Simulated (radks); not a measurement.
Results of a calculation; reference values are marked as such.
Ta+, configuration [Kr] 4d10 4f14 5s2 5p5 5d3 6s1 6p1 (not the ground configuration).

Code: a radial shooting solver on a logarithmic mesh with Libxc functionals. Model: Dirac Kohn-Sham, XLYP, spin-unpolarised, spherical densities, point nucleus; open shells fill j = l - 1/2 first.

Energy parts (eV):
| part | energy |
|---|---|
| total | -425207.29 |
| kinetic | 477475.26 |
| electron-nucleus | -1059673.93 |
| Hartree | 165664.54 |
| exchange-correlation | -8673.16 |

Orbitals (lengths in bohr, moments of r in powers of bohr):
orbital  occ.  eigenvalue (eV)       <r^4>  small-component weight
1s1/2       2        -67304.81   6.200e-07                7.56e-02
2s1/2       2        -11567.00  0.00009330                1.71e-02
2p1/2       2        -11054.39  0.00005637                1.72e-02
2p3/2       4        -9783.492  0.00008120                1.55e-02
3s1/2       2        -2659.631    0.003462                5.61e-03
3p1/2       2        -2432.027    0.003065                5.55e-03
3p3/2       4        -2158.437    0.004017                5.09e-03
3d3/2       4        -1774.507    0.002742                4.97e-03
3d5/2       6        -1714.919    0.002978                4.84e-03
4s1/2       2        -552.6447     0.08221                1.84e-03
4p1/2       2        -458.8669     0.09034                1.75e-03
4p3/2       4        -395.8540      0.1188                1.57e-03
4d3/2       4        -241.8723      0.1553                1.38e-03
4d5/2       6        -230.2997      0.1695                1.33e-03
5s1/2       2         -85.5565       2.663                4.05e-04
5p1/2       2         -58.1127       4.162                3.32e-04
5p3/2       3         -49.0707       5.777                2.85e-04
4f5/2       6         -38.9055      0.6181                9.16e-04
4f7/2       8         -36.9143      0.6685                8.95e-04
5d3/2       3         -14.3270       33.30                1.36e-04
5d5/2       0         -13.5577       37.95                1.28e-04
6s1/2       1         -13.4282       138.6                6.11e-05
6p1/2       1          -8.3988       336.1                3.96e-05
6p3/2       0          -7.5326       454.7                3.43e-05
7s1/2       0          -3.8330        3928                1.39e-05

The highest occupied level is 6p1/2 at -8.399 eV. The configuration is held as typed, so some empty levels lie below it. The density falls to 0.001 e/bohr^3 at r = 4.69 bohr. Summed over all electrons, <r^2> = 62.17 bohr^2, which gives a Langevin (diamagnetic) susceptibility term of -49.2 x 10^-6 cm^3/mol.
